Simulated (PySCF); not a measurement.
## PtF2, triplet: computed properties

All numbers come from PySCF, UPBE0, basis Pt def2-TZVP with ECP60, F def2-TZVP (scalar-relativistic core potentials, no spin–orbit coupling, density fitting).

The structure is a minimum.

Coordinates in bohr (charge 0 multiplicity 3):
```
Pt    0.0000    0.0000    0.0000
F     0.0000    0.0000    3.4534
F     0.0000    0.0000   -3.4534
```

| Item | Value |
| --- | --- |
| Point group | D∞h |
| Bond lengths | Pt–F 1.827 Å (×2) |
| Bond angles | F–Pt–F 180.0° |
| Highest occupied level (β) | -8.72 eV |
| Principal quadrupole moments (Buckingham, traceless) about the centre of mass | -6.34, 3.17, 3.17 D Å |
| Principal polarisabilities | 26.4, 26.4, 42.6 bohr³ |
| Enthalpy at 298.15 K above 0 K | 12.51 kJ/mol |
| Atomisation energy without zero-point energy | 739 kJ/mol |
| Rotational symmetry number | 2 |
| Lowest empty level (β) | -5.33 eV |
| Entropy at 298.15 K and 1 bar (electronic part: spin only) | 273.1 J/(mol K) |
| Spin squared ⟨S²⟩ | 2.006 |
| Zero-point energy | 10.4 kJ/mol |
| Dipole moment | 0.00 D |
| Rotational constants | 0.1328 cm⁻¹ |
| Heat capacity Cp at 298.15 K | 51.7 J/(mol K) |

Harmonic modes (masses in u: Pt 194.965, F 18.998):
```tsv
symmetry	ω (cm⁻¹)	IR (km/mol, summed over degenerate members)	type
πu	164	10.0	bend
σg+	675	0.0	stretch
σu+	736	172	stretch
```

In D∞h the vibrations span πu + σg+ + σu+. The σg+ mode carries no infrared intensity, as symmetry demands. With a centre of inversion only u modes can be infrared active and only g modes Raman active.

Charges (e):
```json
{"atom": "Pt1", "Mulliken": "0.72", "Löwdin": "0.52", "polar tensor": "1.06", "spin (Mulliken)": "1.54", "Mayer order to Pt1": "–"}
{"atom": "F2,3", "Mulliken": "-0.36", "Löwdin": "-0.26", "polar tensor": "-0.53", "spin (Mulliken)": "0.23", "Mayer order to Pt1": "1.02"}
```

Mulliken populations on Pt1 (electrons outside its core potential): s 3.02, p 6.19, d 8.02, f 0.04.

Formally Pt is in oxidation state +2, d8, with 2 unpaired electrons (the high-spin count). The Mulliken spin on Pt is 1.54. The polar-tensor charge on Pt, 1.06, is far below the formal one.

Only a few start shapes were tried, so a lower isomer may exist. With open d or f shells other occupations or spin states may lie lower. With an element this heavy the missing spin–orbit coupling can shift these numbers.

The final relaxation and frequency run took of the order of 70 core-seconds on a shared host.
